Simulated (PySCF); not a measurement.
A structure optimised at PBE0-D3(BJ)/def2-SVP, used in a PySCF frequency run:

```
O
C 1 1.3940
H 2 1.1063 1 108.90
H 2 1.1091 3 106.33 1 120.12
C 2 1.5154 3 109.32 4 118.11
H 5 1.1005 2 110.38 3 63.24
H 5 1.1011 6 108.46 2 121.83
H 5 1.1015 6 107.94 7 116.99
Al 1 1.7048 2 136.98 3 125.79
H 9 1.5919 1 117.55 2 -1.77
C 9 1.9440 10 124.49 1 179.80
H 11 1.1008 9 111.90 10 -179.93
H 11 1.1032 12 108.02 9 -122.64
H 11 1.1032 12 108.02 13 -114.71
```

Q: Write its SMILES and formula.

A: CC[O][AlH][CH3], C3H9AlO

Q: What are its rotational constants (standard atomic weights)?

A: 11.738, 1.6092, 1.5418 GHz
